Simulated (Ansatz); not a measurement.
Reaction (cleavage of the Si–B bond): `CNB(C)[SiH3]` + `N[SiH2][SeH]` → `N[SiH2][Se][SiH3]` + `CBNC`

Isolated molecules relaxed with PBE0-D4/def2-TZVP in Ansatz; ΔE leaves out vibrations. CBS: MP2 limit from def2 TZ/QZ plus the TZ coupled-cluster correction, frozen cores. DFT in def2-TZVPP. For Se outer-core shells are correlated without core-valence functions, which leaves a few kJ/mol of doubt a bond. Scalar relativity is left out up to krypton. Each species was taken in one conformer, which may not be the lowest.

Problem. Is it downhill or uphill in electronic energy at CCSD(T)/CBS, and by how much? (Estimate.)

Solution. Computed: Downhill: ΔE = -20.8 kcal/mol.

Problem. What do these levels give: PBE-D4, r2SCAN-D4, ωB97M-V, MP2/def2-QZVPP, MP2/CBS(def2), CCSD/CBS(def2)? (Estimate.)

Solution. The calculation gave: PBE-D4 -18.2, r2SCAN-D4 -20.1, ωB97M-V -20.9, MP2/def2-QZVPP -22.8, MP2/CBS(def2) -23.2, CCSD/CBS(def2) -21.1 kcal/mol.

Largest T1 diagnostic among the species: 0.013.

From PBE to PBE0 (25 % exact exchange), in def2-TZVPP and without D4, ΔE moves by −1.3 kcal/mol. In def2-TZVPP, CCSD(T) changes the Hartree–Fock value by +3.3 kcal/mol (the triples alone add +0.3 kcal/mol) and MP2 by +0.8 kcal/mol.
